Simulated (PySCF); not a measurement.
**Relaxation of doublet TaO2**

Computed with PySCF, UPBE0, basis Ta def2-TZVP with ECP60, O def2-TZVP (scalar-relativistic core potentials, no spin–orbit coupling, density fitting). A (50,194) grid was used.

A hand-made bent start, of C2v symmetry, held to at least that symmetry:

```xyz
3
charge 0 multiplicity 2, angstrom
Ta    0.0000    0.0000   -0.1577
O     1.4990    0.0000    0.8919
O    -1.4990    0.0000    0.8919
```

At each step, columns x, y, z (Å) and Fx, Fy, Fz (eV/Å):

```
step 0  E − E(last) = 56.70 kJ/mol
Ta   0.000   0.000  -0.158   0.000   0.000   5.189
O    1.499   0.000   0.892  -3.965   0.000  -2.595
O   -1.499   0.000   0.892   3.965   0.000  -2.595
step 1  E − E(last) = 5.10 kJ/mol
Ta   0.000   0.000  -0.105  -0.001   0.000  -1.922
O    1.405   0.000   0.866   0.471   0.000   0.962
O   -1.405   0.000   0.866  -0.470   0.000   0.961
step 2  E − E(last) = 0.22 kJ/mol
Ta   0.000   0.000  -0.159   0.000   0.000   0.501
O    1.366   0.000   0.893  -0.209   0.000  -0.250
O   -1.366   0.000   0.893   0.209   0.000  -0.250
step 3  E − E(last) = 0.00 kJ/mol
Ta   0.000   0.000  -0.152   0.000   0.000  -0.025
O    1.368   0.000   0.889   0.009   0.000   0.012
O   -1.368   0.000   0.889  -0.009   0.000   0.012
step 4  E − E(last) = 0.00 kJ/mol
Ta   0.000   0.000  -0.152   0.000   0.000   0.000
O    1.368   0.000   0.889   0.000   0.000   0.000
O   -1.368   0.000   0.889   0.000   0.000   0.000
```

It ends at C2v with Ta–O 1.719 Å (×2); O–Ta–O 105.5° (after a last refinement on a finer grid). A frequency run shows a minimum.

Other spin states or occupations of the open shell can lie lower. No spin–orbit coupling is included, which matters more the heavier the element.

The relaxation took 14 s on 4 threads of a shared Arm Neoverse N1 host, with 102 basis functions and 5 gradients; the process peaked at 0.55 GiB.
